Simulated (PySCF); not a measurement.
These 3 structures share the formula H10O2Si4. Method used: PBE0-D3(BJ)/def2-SVP geometry optimisation, gas phase (PySCF 2.14.0). One conformer each; no zero-point energy, no entropy. No frequencies were run at this level. Point groups hold within 0.08 Å.

Question: Order them by energy at this level, lowest first, and give relative energies in kcal/mol.
A. `[SiH3:1][O:2][SiH2:3][O:4][SiH2:5][SiH3:6]` with Si1–O2–Si3–O4 118°, O2–Si3–O4–Si5 31°, Si3–O4–Si5–Si6 -19°
B. `[OH:1][SiH2:2][Si@H:3]([SiH3:4])[O:5][SiH3:6]` with H–O1–Si2–Si3 177°, O1–Si2–Si3–Si4 -22°, Si2–Si3–O5–Si6 87°
C. `[SiH3:1][O:2][SiH2:3][SiH2:4][O:5][SiH3:6]` with Si1–O2–Si3–Si4 -121°, O2–Si3–Si4–O5 179°, Si3–Si4–O5–Si6 -179°

Answer: A (0.0), C (11.0), B (28.6).

As drawn, the highest has an O–H bond, which the lowest lacks.

```csv
SMILES,E (Eh),E rel (kcal/mol),dipole (D),point group,"A, B, C (MHz)"
[SiH3]O[SiH2]O[SiH2][SiH3],-1313.44505,0.0,0.64,C1,"1783, 1033, 693.5"
[SiH3]O[SiH2][SiH2]O[SiH3],-1313.42759,11.0,0.35,C1,"6734, 428.0, 414.0"
O[SiH2][Si@H]([SiH3])O[SiH3],-1313.39951,28.6,1.56,C1,"1741, 910.9, 694.5"
```

As an exercise, what shares would exp(−E/RT) give at 2000 K from these electronic energies alone (no entropy, no degeneracies)?

RT = 3.974 kcal/mol: [SiH3]O[SiH2]O[SiH2][SiH3] 94.0 %, [SiH3]O[SiH2][SiH2]O[SiH3] 6.0 %, O[SiH2][Si@H]([SiH3])O[SiH3] 0.1 %.
